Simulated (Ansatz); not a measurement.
Ansatz (a quantum-chemistry and plane-wave program) input:
A basis named .json is the Basis Set Exchange file of that set.

Ansatz 0.2 input:
```yaml
crystal:
  periodic: [false, false, false]
  atoms:
    - {symbol: C, position_ang: [2.03860843, 1.55853398, 0.24615786]}
    - {symbol: C, position_ang: [1.02267705, 1.10860670, -0.80054583]}
    - {symbol: N, position_ang: [0.17469847, 0.00074827, -0.34797208]}
    - {symbol: C, position_ang: [0.80702659, -1.29195734, -0.57892917]}
    - {symbol: C, position_ang: [0.12122637, -2.52511313, -0.00921517]}
    - {symbol: B, position_ang: [-1.06785778, 0.31170467, 0.26482511]}
    - {symbol: O, position_ang: [-2.01646733, -0.57611535, 0.73905159]}
    - {symbol: O, position_ang: [-1.38581657, 1.64943407, 0.41304091]}
    - {symbol: H, position_ang: [2.67522357, 2.35243105, -0.15119505]}
    - {symbol: H, position_ang: [2.68673020, 0.73701460, 0.55823068]}
    - {symbol: H, position_ang: [1.52327790, 1.94195829, 1.12741943]}
    - {symbol: H, position_ang: [1.54006190, 0.79262354, -1.71247336]}
    - {symbol: H, position_ang: [0.38603759, 1.94854263, -1.07008029]}
    - {symbol: H, position_ang: [1.82169126, -1.25971625, -0.16546681]}
    - {symbol: H, position_ang: [0.93029172, -1.43547286, -1.66079017]}
    - {symbol: H, position_ang: [0.74556872, -3.39785044, -0.20546915]}
    - {symbol: H, position_ang: [-0.00987809, -2.45696910, 1.07241603]}
    - {symbol: H, position_ang: [-0.84255092, -2.71986369, -0.48671415]}
    - {symbol: H, position_ang: [-1.80623152, -1.50345206, 0.62763900]}
    - {symbol: H, position_ang: [-2.25278216, 1.75002233, 0.81661702]}
basis:
  gaussian:
    orbitals: aug-cc-pVQZ
    fitting: {mean_field: def2-universal-jkfit, correlation: aug-cc-pVQZ-RIFIT.json}
magnetization: {spin_polarized: false}
correlation: {method: mp2, electrons: outside_noble_gas}
```

Question: Predict the final energy.

Answer: -389.24484 Eh (RI-MP2/aug-cc-pVQZ). The basis has 1192 functions.
